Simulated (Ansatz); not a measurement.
The same path of CH2OSe (5 atoms, charge 0, multiplicity 1) was run twice with different band settings. Lost on the way: C1–H5, O2–Se3. Made: Se3–H5.

Theory: RKS PBE-D4/def2-mTZVP (Ansatz 0.2.0).

Relaxed end points:

```xyz
5
Properties=species:S:1:pos:R:3
C 0.042 0.301 -0.135
O -0.930 -0.257 0.685
Se 0.421 -1.567 0.294
H -0.247 0.491 -1.176
H 0.714 1.032 0.331
```

```xyz
5
Properties=species:S:1:pos:R:3
C -0.647 -0.029 -0.095
O -1.716 -0.550 0.099
Se 1.026 -0.678 0.694
H -0.498 0.867 -0.738
H 1.836 0.389 0.040
```

Common settings: movable images 5; climbing image yes; spring 5.0 eV/Å²; optimiser quadratic models (default); start path through a guess of the saddle point; force threshold 0.03 eV/Å; end points relaxed.

| run | iteration limit |
| --- | --- |
| 1 | 60 |
| 2 | 3 |

What does each run give, and how far can it be trusted?

Run 1: converged after 43 iterations, highest image 1.776 eV above the first end. Neighbouring images differ by up to 1.8 eV, so the band resolves the path poorly. A vibrational analysis at the climbing image gives one clearly imaginary mode, 1385i cm⁻¹: a first-order saddle point.
Run 2: not converged after 3 iterations, highest image 3.594 eV above the first end. The band didn't meet its force threshold, so its energies are provisional: the largest band force was still 4.55 eV/Å, and over the last iterations the top moved between 3.41 and 3.82 eV.
The orbitals stay closed-shell, which can raise the energy where a bond breaks towards radicals; this wasn't checked here.
